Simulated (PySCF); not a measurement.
Cl$_{3}$Pb (SMILES [Cl][Pb-]([Cl])[Cl]), charge -1, singlet, geometry from GFN2-xTB (such geometries of metal compounds can be far from the true shape) (core potentials on Pb). Base run: DF-PBE/def2-SV(P) (PySCF).

The PySCF input:
```python
from pyscf import gto, scf, dft

mol = gto.Mole()
mol.atom = '''
    Pb   -0.003618    0.007159    0.424086
    Cl    2.271127   -0.563430   -0.653220
    Cl   -0.648528    2.226126   -0.725219
    Cl   -1.605147   -1.697227   -0.667150
'''
mol.basis = 'def2-sv(p)'
mol.ecp = {'Pb': 'def2-sv(p)'}
mol.charge = -1
mol.spin = 0
mol.verbose = 4
mol.build()

mf = dft.RKS(mol)
mf.xc = 'pbe'
mf = mf.density_fit(auxbasis='def2-universal-jkfit')
mf.kernel()
```

Each row names what was changed in the base input (with any setting that the change needs).

```tsv
change	basis functions	E (Eh)	HOMO (eV)	HOMO-LUMO gap (eV)	core-seconds (rough)
base	80	-1572.74690	-1.39	4.13	6
basis = LANL2DZ	32	-48.56874	-1.79	4.17	2
basis = def2-SVP	80	-1572.74690	-1.39	4.13	6
basis = def2-SVPD	113	-1572.79689	-2.26	4.03	10
basis = def2-TZVP	161	-1573.25053	-1.96	4.14	10
basis = def2-TZVPP	176	-1573.25060	-1.96	4.14	10
basis = def2-TZVPD	194	-1573.25786	-2.19	4.00	20
```

Totals compare only among sets that treat the same electrons; sets with core potentials leave the core out.
